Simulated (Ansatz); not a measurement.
Mean bond length (Å) of eight silicon and germanium compounds: PBE-D3(BJ) beside B3LYP-D3(BJ), computed with Ansatz (a program for electronic structure) for isolated molecules in the bases named; differences from unrounded values. The eight are the first of their class met in an unordered collection, after screening for sound electronic states; none was chosen by its value. Each level has its own optimised geometry.

```
molecule                                                     basis  B3LYP-D3(BJ)  PBE-D3(BJ)  difference
--------------------------------------------------------  --------  ------------  ----------  ----------
BrClFHOSi, SMILES O[Si](F)(Cl)Br                          def2-SVP         1.692       1.701       0.009
C3H10Si3, SMILES C=C1[SiH2][SiH2][C@H]1[SiH3]             def2-SVP         1.544       1.553       0.009
Si(Cl)3(NH2) (Cl3H2NSi), SMILES Cl[Si](N)(Cl)Cl           def2-SVP         1.652       1.659       0.007
C2H5NO2Si, SMILES O[Si@@H]1C=NCO1                         def2-SVP         1.375       1.385       0.009
CH5FO2Si2, SMILES O=CO[Si@@H](F)[SiH3]                    def2-SVP         1.529       1.540       0.012
C3H8N2Si, SMILES C#CC[SiH](N)N                            def2-SVP         1.297       1.306       0.008
C2H6GeO2, SMILES CC(=O)[O][GeH3]                          def2-SVP         1.381       1.390       0.009
Ge(OH)3(PH2) (GeH5O3P), SMILES [OH][Ge]([OH])([OH])[PH2]  def2-SVP         1.491       1.503       0.011
```

PBE-D3(BJ) lies below B3LYP-D3(BJ) in 0 and above it in 8 of the eight; the mean signed difference is 0.009 and the largest 0.012 Å.
